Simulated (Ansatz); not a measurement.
Basis sets compared for 1-ethyl-3-methylimidazolium bistriflimide (C8H11F6N3O4S2). Charge 0, multiplicity 1. Geometry r2SCAN-D4/def2-SVP. Ansatz on 2 threads of AMD EPYC 7R13 on a shared host and a share (18 GiB) of an NVIDIA H100 80GB HBM3; times are rough, and most runs start from earlier orbitals.

```xyz
34

C    -2.958    2.270   -1.140
C    -1.911    1.191   -0.938
N    -0.668    1.714   -0.358
C     0.251    2.521   -0.995
C     1.335    2.622   -0.168
N     1.052    1.877    0.958
C     1.991    1.534    2.019
C    -0.160    1.330    0.818
H    -3.861    1.823   -1.579
H    -2.608    3.055   -1.829
H    -3.237    2.745   -0.187
H    -2.252    0.397   -0.258
H    -1.620    0.690   -1.875
H     0.081    2.913   -1.994
H     2.289    3.125   -0.302
H     2.865    1.054    1.558
H     1.506    0.805    2.680
H     2.281    2.436    2.576
H    -0.597    0.616    1.518
O     0.513   -0.372   -2.270
S     1.097   -1.036   -1.098
O     2.246   -0.414   -0.420
N    -0.120   -1.421   -0.112
S     0.175   -2.078    1.337
O    -0.041   -1.106    2.435
O     1.338   -2.963    1.405
C    -1.337   -3.163    1.416
F    -2.444   -2.422    1.311
F    -1.350   -3.791    2.588
F    -1.317   -4.059    0.439
C     1.750   -2.685   -1.755
F     2.067   -2.526   -3.039
F     2.829   -3.058   -1.087
F     0.814   -3.622   -1.652
```

Single mean-field runs in def2-TZVP are fitted with def2-universal-jkfit.

Binding counts from free atoms (C triplet, N quartet, H doublet, O triplet, S triplet, F doublet) in the same basis, without a counterpoise term.

| level | functions | energy (Eh) | HOMO (eV) | LUMO (eV) | binding per atom (eV) | wall time |
| --- | --- | --- | --- | --- | --- | --- |
| PBE-D4/def2-SVP | 385 | -2168.9333 | -5.93 | -1.87 | 4.43 | 3.5 s |
| PBE0-D4/def2-SVP | 385 | -2168.9895 | -7.59 | -0.94 | 4.24 | 3.5 s |

(1) Estimate the rows for PBE-D4/def2-TZVP, PBE0-D4/def2-TZVP (with forces).

Results:

(1) 
| level | functions | energy (Eh) | HOMO (eV) | LUMO (eV) | binding per atom (eV) | wall time |
| --- | --- | --- | --- | --- | --- | --- |
| PBE-D4/def2-TZVP | 791 | -2170.9215 | -6.25 | -2.03 | 4.43 | 4.4 s |
| PBE0-D4/def2-TZVP (with forces) | 791 | -2170.9721 | -7.75 | -1.06 | 4.25 | 7 s |
